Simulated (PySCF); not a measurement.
# Orbital picture of BAs⁺

M06-2X at R = 1.967 Å; basis B jorge-DZP-DKH, As jorge-DZP-DKH; spin-free X2C with a Gaussian nucleus; PySCF 2.14. State: ⁴Σ⁻ (quartet), unpaired electrons σ ↑, π ↑↑. Only the outer orbitals are listed, counted within each symmetry.

```csv
spin,orbital,occ.,ε (eV),on B (%),main shells (%)
α,8σ,1,-27.56,22,"75 As s, 15 B s"
α,9σ,1,-20.12,61,"62 B s, 20 As s, 19 As p"
α,4π,1,-15.86,25,"75 As p, 24 B p"
α,4π,1,-15.86,25,"75 As p, 24 B p"
α,10σ,1,-15.76,67,"52 B p, 30 As p, 15 B s"
α,5π,0,-8.26,76,"76 B p, 24 As p"
α,5π,0,-8.26,76,"76 B p, 24 As p"
α,11σ,0,-3.18,58,"51 B p, 47 As p"
β,8σ,1,-24.73,35,"63 As s, 23 B s, 11 B p"
β,9σ,1,-17.77,43,"41 B s, 30 As s, 28 As p"
β,4π,0,-10.21,38,"62 As p, 38 B p"
β,4π,0,-10.21,38,"62 As p, 38 B p"
β,10σ,0,-9.53,80,"44 B p, 35 B s, 19 As p"
```

**Question.** Which are the highest filled and the lowest empty level, where do they sit, and how wide is the gap?

**Answer.** Highest filled α 10σ at -15.76 eV (in %: 52 B p, 30 As p, 15 B s); lowest empty β 4π at -10.21 eV (in %: 62 As p, 38 B p); the gap at M06-2X is 5.55 eV.

| Item | Value |
| --- | --- |
| bond order (Mayer) | 1.62 |
| ⟨S²⟩ | 3.754 |
| charge on B (Mulliken, basis-dependent) | 0.21 |
| charge on B (Löwdin, basis-dependent) | 0.11 |
| dipole moment (positive dipole points towards As; it is taken about the centre of mass and depends on that origin) | -3.01 D |

Spin–orbit coupling is left out. The state is the lowest determinant that a PBE0 search found; another state may lie lower at other levels.
